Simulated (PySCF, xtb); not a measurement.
CH7FN2Si, SMILES N[Si](C)(N)F. The values are those of a single conformer.

Harmonic wavenumbers (cm⁻¹) from xtb 6.7.1 with GFN2-xTB at its own minimum, in rising order: 68, 115, 155, 177, 213, 240, 265, 269, 350, 394, 690, 754, 757, 796, 823, 877, 892, 967, 1383, 1489, 1491, 1512, 1514, 3052, 3060, 3062, 3494, 3496, 3541, 3545.

Question: What does PBE0-D3(BJ)/def2-SVP in PySCF give at its own minimum? (The exact figures need the calculation; the answer reports its results.)

Answer: 141, 187, 196, 232, 273, 301, 311, 343, 383, 426, 668, 730, 762, 792, 811, 865, 936, 965, 1272, 1428, 1430, 1532, 1539, 3059, 3160, 3169, 3621, 3633, 3725, 3738. Paired by order, the mean absolute difference is 60 cm⁻¹ and the zero-point energies are 56.4 and 58.1 kcal/mol.
